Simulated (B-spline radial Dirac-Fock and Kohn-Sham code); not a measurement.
## Electron momentum distribution of Pr: Compton profiles

System: the Pr atom, configuration [Xe] 4f3 5d1 6s1 (not the ground configuration).

Calculated with a B-spline atomic structure program, using the impulse approximation on Dirac-Fock densities. pz is in atomic units of momentum; subshell profiles are per electron, for a selection of subshells; open shells are spread over both j values by their weights.

| pz | J total | J 3d3/2 | J 4f7/2 | J 5d3/2 | J 6s1/2 |
| --- | --- | --- | --- | --- | --- |
| 0.15 | 10.34 | 0.0441 | 0.153 | 0.661 | 1.44 |
| 0.22 | 9.691 | 0.0441 | 0.153 | 0.654 | 0.867 |
| 0.32 | 8.965 | 0.0441 | 0.153 | 0.619 | 0.324 |
| 0.46 | 8.307 | 0.0441 | 0.153 | 0.514 | 0.0846 |
| 0.68 | 7.380 | 0.0441 | 0.152 | 0.317 | 0.0635 |
| 1 | 5.981 | 0.0441 | 0.148 | 0.132 | 0.0324 |
| 1.5 | 4.534 | 0.0441 | 0.132 | 0.0300 | 0.00487 |
| 2.2 | 3.633 | 0.0441 | 0.102 | 0.00413 | 0.00265 |
| 3.2 | 2.652 | 0.0438 | 0.0631 | 0.00231 | 0.00118 |
| 4.6 | 1.632 | 0.0426 | 0.0293 | 0.00139 | 0.000232 |
| 6.8 | 0.9816 | 0.0371 | 0.00839 | 0.000236 | 0.000163 |
| 10 | 0.5765 | 0.0239 | 0.00144 | 9.65e-05 | 2.56e-05 |
| 15 | 0.2669 | 0.00838 | 0.000122 | 5.66e-05 | 1.55e-05 |
| 22 | 0.1106 | 0.00160 | 7.05e-06 | 1.21e-05 | 3.25e-06 |
| 32 | 0.04102 | 0.000176 | < 1e-6 | 1.34e-06 | < 1e-6 |
| 46 | 0.01433 | 1.33e-05 | < 1e-6 | < 1e-6 | < 1e-6 |
| 68 | 0.004059 | < 1e-6 | < 1e-6 | < 1e-6 | < 1e-6 |
| 100 | 0.0009636 | < 1e-6 | < 1e-6 | < 1e-6 | < 1e-6 |
| 150 | 0.0001792 | < 1e-6 | < 1e-6 | < 1e-6 | < 1e-6 |

**Question.** What is the peak value J(0), and which subshell contributes most to it?

**Answer.** J(0) = 11.23. The 6s1/2 subshell gives the largest part, 20 %.

Mean momentum ⟨p⟩ by subshell (a.u.): 1s1/2 56.3, 2s1/2 20.0, 2p1/2 26.7, 2p3/2 24.8, 3s1/2 9.94, 3p1/2 11.9, 3p3/2 11.3, 3d3/2 13.6, 3d5/2 13.4, 4s1/2 4.93, 4p1/2 5.48, 4p3/2 5.26, 4d3/2 5.58, 4d5/2 5.50, 4f5/2 4.46, 4f7/2 4.41, 5s1/2 1.88, 5p1/2 1.92, 5p3/2 1.82, 5d3/2 1.07, 5d5/2 1.04, 6s1/2 0.435.
